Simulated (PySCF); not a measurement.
## Energy of Cr+ (chromium, charge +1) between two integer charges

The 3d alpha orbital of [Ar] 3d5 is emptied in steps (occupation f), with all orbitals relaxed, ending at [Ar] 3d4. All numbers are calculated (PySCF 2.14, scalar relativity by spin-free X2C-1e, in jorge-DZP-DKH). The exact energy is a straight line in f; departures are measured from the line between the end points of the same method.

```csv
f,PBE0 (eV),r2SCAN (eV),LC-wPBE (eV)
1,0.000,0.000,0.000
0.75,-0.829,-1.156,-0.316
0.5,-1.119,-1.557,-0.437
0.25,-0.850,-1.179,-0.339
0,0.000,0.000,0.000
```

For r2SCAN, how does the orbital energy at f = 1 compare with the removal energy?

−ε = 10.798 eV against a total-energy difference of 16.897 eV. By Janak's theorem ε = ∂E/∂f, so the gap between them reflects the curvature. Along the path −ε is 13.766 (f = 0.75), 16.834 (f = 0.5), 19.997 (f = 0.25) eV.

```tsv
method	E(f=0) − E(f=1) (eV)	−ε at f=1 (eV)	−ε at f=0.5 (eV)
PBE0	16.836	12.469	16.780
r2SCAN	16.897	10.798	16.834
LC-wPBE	16.869	15.241	16.807
```

Reference removal energy between the ground levels: 16.486 eV (measured; NIST Atomic Spectra Database, ionization energies). The calculation has no spin-orbit coupling. The determinant left behind need not be the lowest term of the ion.
